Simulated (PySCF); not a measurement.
**How the method changes the constants of NaHg**

State: ²Σ⁺ (doublet), unpaired electrons σ ↑. Set-up: basis Na def2-SVPD, Hg def2-SVPD with ECP60; scalar-relativistic core potentials; PySCF 2.14. De refers to Na + Hg in their ground configurations, without counterpoise correction. The functionals are run spin-unrestricted. A positive dipole means Na(−)Hg(+). Levels whose curve was spin-contaminated or gave no clean fit are not listed.

| Level | Re (Å) | ωe (cm⁻¹) | De (eV) | μ (D) | CPU s a point (SCF and correlation, without the integrals) |
| --- | --- | --- | --- | --- | --- |
| UHF-MP2 | 3.645 | 43.2 | 0.043 | n/a | 0.32 |
| UHF-SCS-MP2 | 3.842 | 29.1 | 0.023 | n/a | n/a |
| UHF-CCSD | 3.663 | 41.5 | 0.039 | n/a | n/a |
| UHF-CCSD(T) | 3.616 | 45.8 | 0.047 | n/a | 17 |
| PBE | 3.415 | 64.2 | 0.112 | -0.26 | 0.56 |
| r²SCAN | 3.354 | 68.7 | 0.136 | -0.41 | 0.68 |
| r²SCANh | 3.375 | 66.4 | 0.129 | -0.43 | 0.77 |
| PBE0 | 3.487 | 56.4 | 0.083 | -0.16 | 1 |
| B97-3 | 3.530 | 56.7 | 0.057 | 0.08 | 0.49 |
| M06-2X | 3.432 | 71.9 | 0.112 | -0.25 | 0.81 |
| LC-ωPBE | 3.727 | 35.7 | 0.032 | 0.14 | 0.77 |

Problem. Which functional lies closest to UHF-CCSD(T) in De, which farthest, and by how much do they differ from it?

Solution. Closest is B97-3 (-8.6 pm in Re, +23.8 % in ωe, +0.01 eV in De against UHF-CCSD(T) in the same basis), farthest r²SCAN (-26.2 pm in Re, +50.0 % in ωe, +0.09 eV in De). CCSD(T) converges more slowly with the basis than the functionals do and binds too weakly in this one, so the order can change at the basis-set limit.

Problem. What does a quarter of exact exchange do here, going from PBE to PBE0?

Solution. PBE0 less PBE: +7.2 pm in Re, -12.1 % in ωe, -0.03 eV in De. Exact exchange removes part of the self-interaction that spreads semilocal densities, and in most molecules shortens and stiffens the bond and lowers De; here Re and ωe go the other way.

Problem. What does the step from GGA to meta-GGA do here, going from PBE to r²SCAN?

Solution. r²SCAN less PBE: -6.1 pm in Re, +7.0 % in ωe, +0.02 eV in De. 

Correlated steps freeze 1 core orbital. The bond is weak. Basis-set superposition, not corrected here, can be much of De in a small basis, most of all at correlated wavefunction levels. Functionals without a dispersion term scatter widely for such bonds, and LDA overbinds them. Spin–orbit coupling is left out. The state is the lowest determinant that a PBE0 search found; another state may lie lower at other levels.

The whole job (state search and all levels along the bond) took about 3.9 min on 1 thread of Oxide Virtual Turin-like (shared host), peak memory 0.72 GiB.
